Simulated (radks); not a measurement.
Task: Radial electron density D(r) = 4 pi r^2 rho(r) of an atom or ion with 47 electrons. Calculated with a radial shooting solver on a logarithmic mesh with Libxc functionals: non-relativistic Kohn-Sham, BLYP, spin-polarised, spherical densities, point nucleus.

```
   r/bohr * D(r) (the largest magnitude, 80, reaches the edge; | marks zero)
 0.001164 |*
  0.00154 | *
 0.002037 |  *
 0.002696 |   *
 0.003567 |      *
 0.004719 |          *
 0.006244 |               *
 0.008262 |                      *
  0.01093 |                              *
  0.01458 |                                     *
  0.01929 |                                          *
  0.02552 |                                          *
  0.03377 |                                      *
  0.04468 |                                     *
  0.05912 |                                          *
  0.07823 |                                                    *
   0.1035 |                                                      *
   0.1369 |                                             *
   0.1827 |                                       *
   0.2417 |                                            *
   0.3198 |                                         *
   0.4231 |                       *
   0.5598 |             *
   0.7407 |               *
   0.9801 |             *
    1.297 |      *
    1.716 | *
    2.288 |*
    3.028 *
    4.006 *
    5.301 *
```

What is the nuclear charge?

Result: Z = 50. The innermost maximum, from 1s, lies near 1/Z = 0.02 bohr (found: 0.0221), and its height grows with Z. The density is that of the tin ion Sn3+ in [Kr] 4d10 5s1; the configuration itself is not fixed sharply by these data, and Z only to a few units. D(r) has 4 maxima, at r = 0.0221, 0.0940, 0.268, 0.790 bohr, and minima at 0.0419, 0.178, 0.578 bohr, inside which lie 2.01, 11.34, 29.02 electrons.
